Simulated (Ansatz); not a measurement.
Co(NH2)3 (CoN3H6). The state is a quintet with charge 0. Geometry PBE0-D4/def2-SVP.

Cartesian coordinates in Å:
```
Co 0.0001 0.0000 -0.0001
N -1.1404 1.4130 0.1162
H -1.8466 1.5401 0.8360
H -1.1690 2.1995 -0.5271
N 1.2440 -0.0585 -1.3266
H 1.3869 0.6611 -2.0302
H 1.9027 -0.8171 -1.4814
N -0.1036 -1.3545 1.2104
H -0.7748 -1.4121 1.9715
H 0.5008 -2.1714 1.2312
```

The order of the spin states hangs on the level: the triplet lies 0.19 eV below the quintet at r2SCAN-D4/def2-TZVP, but 4.46 eV above it at HF/STO-3G.

Q: Estimate the α-spin orbital energies around the gap (eV) in Ansatz with HF/STO-3G, PBE-D4/def2-TZVPD, r2SCAN-D4/def2-TZVP, B97M-V/def2-TZVP, PBE0-D4/def2-TZVPD.

A: 
```tsv
orbital	HF/STO-3G	PBE-D4/def2-TZVPD	r2SCAN-D4/def2-TZVP	B97M-V/def2-TZVP	PBE0-D4/def2-TZVPD
HOMO−9	-16.01	-10.17	-10.70	-10.91	-12.68
HOMO−8	-14.95	-10.17	-10.70	-10.89	-12.57
HOMO−7	-14.95	-8.16	-9.01	-9.37	-11.83
HOMO−6	-14.61	-8.16	-9.01	-9.37	-11.83
HOMO−5	-13.37	-6.39	-6.92	-7.36	-9.43
HOMO−4	-10.81	-6.22	-6.58	-6.79	-8.46
HOMO−3	-10.81	-6.05	-6.57	-6.79	-8.46
HOMO−2	-9.46	-6.05	-6.56	-6.53	-7.90
HOMO−1	-7.24	-5.11	-5.44	-5.44	-6.90
HOMO	-7.24	-5.11	-5.44	-5.44	-6.90
LUMO	7.49	-0.72	0.23	-0.28	-0.02
LUMO+1	8.86	0.04	1.76	1.17	0.67
LUMO+2	12.53	0.04	1.76	1.17	0.67
LUMO+3	12.53	0.98	3.24	2.60	1.51
LUMO+4	20.16	1.35	3.24	2.60	2.02
LUMO+5	20.16	1.35	3.47	2.89	2.02
β HOMO	-7.57	-4.78	-5.18	-5.53	-6.73
β LUMO	7.70	-3.75	-3.42	-3.56	-2.22
```
